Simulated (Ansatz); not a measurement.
```yaml
crystal:
  periodic: [false, false, false]
  atoms:
    - {symbol: Ga, position_ang: [-0.012354, -0.009875, -0.652085]}
    - {symbol: C, position_ang: [0.024322, 0.021097, 1.389446]}
    - {symbol: N, position_ang: [0.048523, 0.038837, 2.559961]}
    - {symbol: H, position_ang: [1.526530, -0.009900, -1.126077]}
    - {symbol: H, position_ang: [-0.799794, 1.319389, -1.105846]}
    - {symbol: H, position_ang: [-0.787228, -1.359538, -1.065400]}
basis:
  gaussian: {orbitals: ANO-RCC-VTZP}
magnetization: {spin_polarized: true, initial_magnetization: 1}
hamiltonian: {xc: {name: RPBE}}
scf: {omitted_lower_state_checks: [starts]}
output: {forces: true}
```

```sh
$ ansatz run in.yaml --threads 4 --pin off --events-out ev --progress --plain --max-ram 3916MiB
```

Shortened log:

```
Functional definition: RPBE
1057 factors; their error is unknown
mean field evaluation 1: about -55462.1612 eV, gradient 4.3e1 eV
mean field evaluation 2: about -55365.0218 eV, gradient 1.2e2 eV
mean field evaluation 4: about -55467.9341 eV, gradient 1.5e1 eV
mean field evaluation 8: about -55468.9348 eV, gradient 6.3e0 eV
mean field evaluation 16: about -55469.2853 eV, gradient 2.0e-1 eV
mean field -55469.26883678 eV, -2038.4580313310 hartree, gradient 5.4e-6 eV, S^2 0.755849; 0 other end points of the search recorded, 0 dependent functions left out
reference -55469.26891216 eV, -2038.4580341010 hartree; 24, 23 occupied and 121, 122 virtual orbitals, 1057 factors
Total energy: -55469.26891216 eV, -2038.4580341010 hartree
Relativity: scalar
Atom 0 at    -0.012354    -0.009875    -0.652085 Å, force    -1.277438     0.010121     1.011510 eV/Å
Atom 1 at     0.024322     0.021097     1.389446 Å, force    -0.198057    -0.026417    -1.682905 eV/Å
Atom 2 at     0.048523     0.038837     2.559961 Å, force     0.091621     0.016621     1.072473 eV/Å
Atom 3 at     1.526530    -0.009900    -1.126077 Å, force     0.196017    -0.005978    -0.446033 eV/Å
Atom 4 at    -0.799794     1.319389    -1.105846 Å, force     0.592952     0.228327     0.019135 eV/Å
Atom 5 at    -0.787228    -1.359538    -1.065400 Å, force     0.594904    -0.222674     0.025820 eV/Å
Dipole moment:     0.119589    -0.009632    -0.670930 e Å
Checks for a lower state left out: starts
```

Hardware: 4 threads of Arm Neoverse V1 on a shared host. Wall time 4.5 s.

DK, ANO-RCC and x2c sets are all-electron and run with scalar relativity unless a key says otherwise.
